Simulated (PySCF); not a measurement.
## Potential energy of HI⁺ along the bond

Set-up: PySCF, scalar-relativistic core potentials, basis sets H def2-SVPD, I def2-SVPD with ECP28. Energies in eV from H + I⁺ in their ground configurations at the same level. State: ²Π (doublet), unpaired electrons π ↑.

All columns are TPSSh. A positive dipole points towards I; it is taken about the centre of mass and depends on that origin.

| R (Å) | E (eV) | μ (D) | Mulliken charge on H (basis-dependent) | HOMO (eV) | LUMO (eV) | Mayer bond order | ⟨S²⟩ |
| --- | --- | --- | --- | --- | --- | --- | --- |
| 1.412 | -2.767 | -0.87 | 0.20 | -15.10 | -14.01 | 0.91 | 0.75 |
| 1.478 | -3.144 | -0.92 | 0.21 | -15.05 | -13.96 | 0.92 | 0.75 |
| 1.544 | -3.358 | -0.98 | 0.22 | -15.01 | -13.92 | 0.93 | 0.75 |
| 1.593 | -3.436 | -1.04 | 0.22 | -14.97 | -13.88 | 0.93 | 0.75 |
| 1.642 | -3.460 | -1.10 | 0.23 | -14.94 | -13.85 | 0.94 | 0.75 |
| 1.691 | -3.439 | -1.16 | 0.23 | -14.91 | -13.82 | 0.94 | 0.75 |
| 1.757 | -3.358 | -1.26 | 0.23 | -14.86 | -13.77 | 0.94 | 0.75 |
| 1.839 | -3.195 | -1.40 | 0.23 | -14.81 | -13.72 | 0.95 | 0.75 |
| 1.938 | -2.942 | -1.58 | 0.24 | -14.74 | -13.65 | 0.95 | 0.76 |
| 2.069 | -2.556 | -1.86 | 0.24 | -14.64 | -13.55 | 0.94 | 0.76 |

A fit through these points gives, at Re = 1.642 Å, μ = -1.10 D and dμ/dR = -1.28 D/Å; the reduced mass is 0.9999 u.

**Question.** How strong is the fundamental in the double-harmonic approximation, I = 42.26·(dμ/dR)²/μred km/mol?

**Answer.** I = 42.26·(-1.28)²/0.9999 = 69.2 km/mol at TPSSh.

Spin–orbit coupling is left out, which matters for elements this heavy, above all for dissociation energies. For an ion De counts to the pair picked by the measured ionisation energies or electron affinities, which need not be the lowest pair at this level. The state was picked by a PBE0 search and need not be the measured ground state.
